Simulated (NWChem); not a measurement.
# tert-butyl chloride (C$_{4}$H$_{9}$Cl); SMILES C(C)(C)(Cl)C

```xyz
14

C     -0.3057     1.4208    -0.8025
C      0.0000     0.0000    -0.3564
C      1.3833    -0.4456    -0.8025
C     -1.0776    -0.9751    -0.8025
Cl     0.0000     0.0000     1.4747
H     -0.3172     1.4709    -1.9037
H     -1.2873     1.7471    -0.4301
H      0.4556     2.1217    -0.4312
H      2.1567     0.2413    -0.4301
H      1.6096    -1.4554    -0.4312
H      1.4324    -0.4608    -1.9037
H     -1.1152    -1.0101    -1.9037
H     -2.0652    -0.6663    -0.4312
H     -0.8694    -1.9884    -0.4301
```
Atoms are numbered in this order, from 1.

Results from NWChem. Coordinates come from a PBE0/def2-SVP optimisation. Level: PBE/def2-SVP with SMD (1 M gas to 1 M solution), gas-phase geometry.

| solvent | dielectric constant | solvation free energy (kcal/mol) | cavity-dispersion-structure term (kcal/mol) | dipole in solution (D) |
|---|---|---|---|---|
| water | 78.4 | 0.3 | 2.9 | 2.63 |
| ethylene glycol | 40.2 | -1.9 | 0.7 | 2.62 |
| 1-octanol | 9.86 | -3.7 | -1.4 | 2.54 |
| N,N-dimethylformamide | 37.2 | -3.6 | -1.0 | 2.61 |
| ethyl acetate | 5.99 | -4.0 | -1.9 | [?] |
| 2-propanol | 19.3 | -4.2 | -1.7 | 2.59 |
| cyclohexanone | 15.6 | -3.6 | -1.1 | 2.58 |

### Question
Complete the blanks.

### Answer

- ethyl acetate, dipole in solution (D): 2.49
